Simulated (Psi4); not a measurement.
F6Mo (SMILES [F][Mo]([F])([F])([F])([F])[F]), singlet, at a GFN2-xTB geometry (such geometries of metal compounds can be far from the true shape) (core potentials on Mo); PBE0/def2-SVP (Psi4).

The Psi4 input:
```
memory 2 GB

molecule {
0 1
  Mo    0.00000000   -0.00000000   -0.00000000
  F     1.03830425   -0.43827508   -1.32126199
  F    -1.03830425    0.43827508    1.32126199
  F    -1.10388951    0.74497657   -1.11459941
  F    -0.84808386   -1.50625989   -0.16681998
  F     0.84808386    1.50625989    0.16681998
  F     1.10388951   -0.74497657    1.11459941
}

set basis def2-svp
set scf_type pk
set puream true
set d_convergence 1e-8
set dft_radial_points 99
set dft_spherical_points 590

energy('pbe0')
print_variables()
```

Problem. Predict the main parts of the log of this Psi4 run.

Solution. 
```
   => Loading Basis Set <=

    Name: DEF2-SVP
    Role: ORBITAL
    Keyword: BASIS

    !!!  WARNING: ECP capability is in beta. Please check occupations closely.  !!!

         ---------------------------------------------------------
                                   SCF
               by Justin Turney, Rob Parrish, Andy Simmonett
                          and Daniel G. A. Smith
                              RKS Reference
         ---------------------------------------------------------

  ==> Geometry <==

    Molecular point group: d2h
    Full point group: Oh

    Geometry (in Angstrom), charge = 0, multiplicity = 1:

       Center              X                  Y                   Z               Mass
    ------------   -----------------  -----------------  -----------------  -----------------
         MO          -0.000000000000     0.000000000000     0.000000000000    97.905404820000
         F           -0.000000000000     0.000000000000    -1.736632951299    18.998403162730
         F           -0.000000000000     0.000000000000     1.736632951299    18.998403162730
         F           -1.736632944784    -0.000000000000     0.000000000000    18.998403162730
         F            0.000000000000    -1.736632947845     0.000000000000    18.998403162730
         F           -0.000000000000     1.736632947845     0.000000000000    18.998403162730
         F            1.736632944784     0.000000000000     0.000000000000    18.998403162730

  Running in d2h symmetry.

  Rotational constants: A =      0.07355  B =      0.07355  C =      0.07355 [cm^-1]
  Rotational constants: A =   2205.07841  B =   2205.07840  C =   2205.07840 [MHz]
  Nuclear repulsion =  476.819596914212525

  Charge       = 0
  Multiplicity = 1
  Electrons    = 68
  Nalpha       = 34
  Nbeta        = 34

  ==> Algorithm <==

  SCF Algorithm Type is PK.
  DIIS enabled.
  MOM disabled.
  Fractional occupation disabled.
  Guess Type is SAD.
  Energy threshold   = 1.00e-06
  Density threshold  = 1.00e-08
  Integral threshold = 1.00e-12

  ==> Primary Basis <==

  Basis Set: DEF2-SVP
    Blend: DEF2-SVP
    Number of shells: 47
    Number of basis functions: 115
    Number of Cartesian functions: 126
    Spherical Harmonics?: true
    Max angular momentum: 3

  Core potential: DEF2-SVP
    Number of shells: 4
    Number of ECP primitives: 14
    Number of ECP core electrons: 28
    Max angular momentum: 3

  ==> DFT Potential <==

   => LibXC <=

    Version 7.1.2
    S. Lehtola, C. Steigemann, M. J. T. Oliveira, and M. A. L. Marques,  SoftwareX 7, 1–5 (2018) (10.1016/j.softx.2017.11.002)

   => Composite Functional: PBE0 <=

    PBE0 Hyb-GGA Exchange-Correlation Functional

    C. Adamo and V. Barone,  J. Chem. Phys. 110, 6158 (1999) (10.1063/1.478522)
    M. Ernzerhof and G. E. Scuseria,  J. Chem. Phys. 110, 5029 (1999) (10.1063/1.478401)

    Deriv               =              1
    GGA                 =           TRUE
    Meta                =          FALSE

    Exchange Hybrid     =           TRUE
    MP2 Hybrid          =          FALSE

   => Exchange Functionals <=

    0.7500   Perdew, Burke & Ernzerhof

   => Exact (HF) Exchange <=

    0.2500               HF

   => Correlation Functionals <=

    1.0000   Perdew, Burke & Ernzerhof

   => LibXC Density Thresholds  <==

    XC_HYB_GGA_XC_PBEH:  1.00E-15

   => Molecular Quadrature <=

    Radial Scheme          =       TREUTLER
    Pruning Scheme         =           NONE
    Nuclear Scheme         =       TREUTLER

    Blocking Scheme        =         OCTREE
    BS radius alpha        =              1
    Pruning alpha          =              1
    Radial Points          =             99
    Spherical Points       =            590
    Total Points           =         390732
    Total Blocks           =           2886
    Max Points             =            256
    Max Functions          =            111
    Weights Tolerance      =       1.00E-15

  ==> Integral Setup <==

[...]
    Schwarz Cutoff:          1E-12

  Minimum eigenvalue in the overlap matrix is 1.1386955169E-02.
  Reciprocal condition number of the overlap matrix is 2.8344718410E-03.
    Using symmetric orthogonalization.

  ==> Pre-Iterations <==

  SCF Guess: Superposition of Atomic Densities via on-the-fly atomic UHF (no occupation information).

   -------------------------
    Irrep   Nso     Nmo
   -------------------------
     Ag        30      30
     B1g        9       9
     B2g        9       9
     B3g        9       9
     Au         4       4
     B1u       18      18
     B2u       18      18
     B3u       18      18
   -------------------------
    Total     115     115
   -------------------------

  ==> Iterations <==

                        Total Energy        Delta E     RMS |[F,P]|

   @RKS iter SAD:  -665.46234280032877   -6.65462e+02   0.00000e+00
   @RKS iter   1:  -665.70181910767508   -2.39476e-01   2.84331e-02 DIIS/ADIIS
   @RKS iter   2:  -661.57867713332450    4.12314e+00   7.81993e-02 DIIS/ADIIS
   @RKS iter   3:  -666.14318801389561   -4.56451e+00   1.80013e-02 DIIS/ADIIS
   @RKS iter   4:  -666.36041557042722   -2.17228e-01   3.74536e-03 DIIS/ADIIS
   @RKS iter   5:  -666.36926366529553   -8.84809e-03   1.34178e-03 DIIS/ADIIS
   @RKS iter   6:  -666.37077018287209   -1.50652e-03   1.54469e-04 DIIS/ADIIS
   @RKS iter   7:  -666.37078264683839   -1.24640e-05   6.91868e-05 DIIS
   @RKS iter   8:  -666.37078588016118   -3.23332e-06   2.14270e-05 DIIS
   @RKS iter   9:  -666.37078623952186   -3.59361e-07   4.19575e-06 DIIS
   @RKS iter  10:  -666.37078625349466   -1.39728e-08   4.25485e-07 DIIS
   @RKS iter  11:  -666.37078625364518   -1.50521e-10   5.13242e-08 DIIS
   @RKS iter  12:  -666.37078625364677   -1.59162e-12   1.78984e-09 DIIS
  Energy and wave function converged.

  ==> Post-Iterations <==

   Electrons on quadrature grid:
      Ntotal   =   67.9999923847 ; deviation = -7.615e-06

    Orbital Energies [Eh]
    ---------------------

    Doubly Occupied:

[...]
       2B3g   -0.470162

    Virtual:

[...]
    Final Occupation by Irrep:
             Ag   B1g   B2g   B3g    Au   B1u   B2u   B3u
    DOCC [    10,    2,    2,    2,    0,    6,    6,    6 ]
    NA   [    10,    2,    2,    2,    0,    6,    6,    6 ]
    NB   [    10,    2,    2,    2,    0,    6,    6,    6 ]

  @RKS Final Energy:  -666.37078625364677

   => Energetics <=

    Nuclear Repulsion Energy =            476.8195969142125250
    One-Electron Energy =               -1899.4177095023012498
    Two-Electron Energy =                 809.4920930830045336
    DFT Exchange-Correlation Energy =     -53.2647667485625931
    Empirical Dispersion Energy =           0.0000000000000000
    VV10 Nonlocal Energy =                  0.0000000000000000
    Total Energy =                       -666.3707862536467701

Computation Completed

Properties will be evaluated at   0.000000,   0.000000,   0.000000 [a0]

Properties computed using the SCF density matrix

 Multipole Moments:

 ------------------------------------------------------------------------------------
     Multipole            Electronic (a.u.)      Nuclear  (a.u.)        Total (a.u.)
 ------------------------------------------------------------------------------------

 L = 1.  Multiply by 2.5417464519 to convert [e a0] to [Debye]
 Dipole X            :          0.0000000            0.0000000            0.0000000
 Dipole Y            :          0.0000000            0.0000000            0.0000000
 Dipole Z            :          0.0000000            0.0000000            0.0000000
 Magnitude           :                                                    0.0000000

 ------------------------------------------------------------------------------------

  Variable Map:
  ----------------------------------------------------------------------------
[...]
  Array Variable Map:
  ----------------------------------------------------------------------------
[...]
[...]
```
